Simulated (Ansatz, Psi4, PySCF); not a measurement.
C4H9AlClF (SMILES C[C](C)(C)[Al]([F])[Cl]), singlet, at a GFN2-xTB geometry (such geometries of metal compounds can be far from the true shape), atoms displaced at random by about 0.03 Å a coordinate. Base run: B3LYP/STO-3G, gradient (PySCF).

Input for PySCF:
```python
from pyscf import gto, scf, dft

mol = gto.Mole()
mol.atom = '''
    Al    0.75360181   -0.02779505    0.17969289
    Cl    2.02941636    0.52201989   -1.21573805
    F     1.41943671   -0.49722159    1.73865195
    C    -1.24709776   -0.05523912    0.10724690
    C    -1.72610075   -1.20556024   -0.77182917
    C    -1.76375673   -0.25534792    1.57078583
    C    -1.76786057    1.23856502   -0.46540049
    H    -2.83544448   -1.22300105   -0.87182327
    H    -1.40153009   -2.24333613   -0.39244076
    H    -1.27401269   -1.11878712   -1.79976977
    H    -1.45752670   -1.21327110    2.00287042
    H    -1.53970887    0.51318821    2.17982061
    H    -2.94710002   -0.33211525    1.51346322
    H    -1.52855709    2.07787468    0.21535336
    H    -1.36928471    1.42498269   -1.40984583
    H    -2.85722249    1.23697974   -0.61637745
'''
mol.basis = 'sto-3g'
mol.verbose = 4
mol.build()

mf = dft.RKS(mol)
mf.xc = 'b3lyp'
mf.kernel()
g = mf.nuc_grad_method()
grad = g.kernel()
```

Programs used: Ansatz (a program for electronic structure), Psi4, PySCF; a row that names a program was run with it.

The coordinate followed is x of atom 6.

Variants of this job, named by their change:

| change | dE/dx (Eh/bohr) | net force (Eh/bohr) |
|---|---|---|
| base | 0.090478 | 0.000090 |
| finite difference step (bohr) = 0.2; conv_tol = 1e-11 | (withheld) | - |
| density fitting = on; auxbasis_response = off | 0.090281 | 0.002229 |
| conv_tol = 1e-11 | 0.090478 | 0.000090 |
| finite difference step (bohr) = 0.05; conv_tol = 1e-11 | 0.089990 | - |
| code = ansatz | 0.090480 | 0.000000 |
| code = psi4 | 0.090459 | 0.000509 |
| grids.level = 5; grid_response = off | 0.090476 | 0.000015 |
| grids.level = 1; grid_response = on | 0.090302 | 0.000000 |
| grids.level = 0; grid_response = on | 0.090551 | 0.000000 |
| grid_response = on | 0.090502 | 0.000000 |
| finite difference step (bohr) = 1e-4; conv_tol = 1e-11 | 0.090502 | - |

Problem. Fill in the missing entries.

Solution. 
- finite difference step (bohr) = 0.2; conv_tol = 1e-11, dE/dx (Eh/bohr): 0.082271

The net force is zero for an exact gradient.
